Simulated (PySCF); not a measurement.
AlF2H2N, SMILES [F][Al]([F])[NH2]. Geometry optimised at PBE0-D3(BJ)/def2-SVP. Other conformers were not sampled.

TDA-PBE0/def2-SVPD (PySCF) puts the lowest singlet excitations at 5.82, 7.78, 7.84, 8.48, 8.76, 8.93 eV.

Problem. What are the lowest excitation roots from ADC(2)/aug-cc-pVDZ run with PySCF? (An estimate is asked for; the answer gives what the named calculation found.)

Solution. 5.85, 7.35, 7.64, 7.67, 8.59, 8.64 eV. S1 differs by 0.04 eV (second minus first; roots are paired by order, and the bases may differ).
